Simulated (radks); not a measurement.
The numbers below are computed, except where a source is named.
Species: the neodymium ion Nd+. Configuration: [Xe] 4f4 6s1 (the NIST ground configuration). Level of theory: Dirac Kohn-Sham, LDA (Slater exchange, Perdew-Wang correlation), spin-unpolarised, spherical densities, finite nucleus; open shells are shared between the two j in proportion to 2j + 1; Fermi nuclear charge, rms radius 4.9123 fm (a radial shooting solver on a logarithmic mesh with Libxc functionals).

Spin-orbit splittings of the eigenvalues, e(l+1/2) - e(l-1/2), with zeta = 2 splitting/(2l+1) and mean radii in bohr:

| shell | occ. | splitting (eV) | zeta (eV) | <r> j=l-1/2 | <r> j=l+1/2 |
|---|---|---|---|---|---|
| 2p | 6 | 519.4 | 346.3 | 0.08425 | 0.09066 |
| 3p | 6 | 103.6 | 69.09 | 0.2558 | 0.2683 |
| 3d | 10 | 22.43 | 8.971 | 0.2395 | 0.2434 |
| 4p | 6 | 22.62 | 15.08 | 0.6239 | 0.6525 |
| 4d | 10 | 3.994 | 1.598 | 0.7018 | 0.7120 |
| 4f | 4 | 0.4075 | 0.1164 | 1.094 | 1.114 |
| 5p | 6 | ? | ? | 1.663 | 1.755 |

Estimate the 5p splitting.

Answer. 3.081 eV (zeta = 2.054 eV).
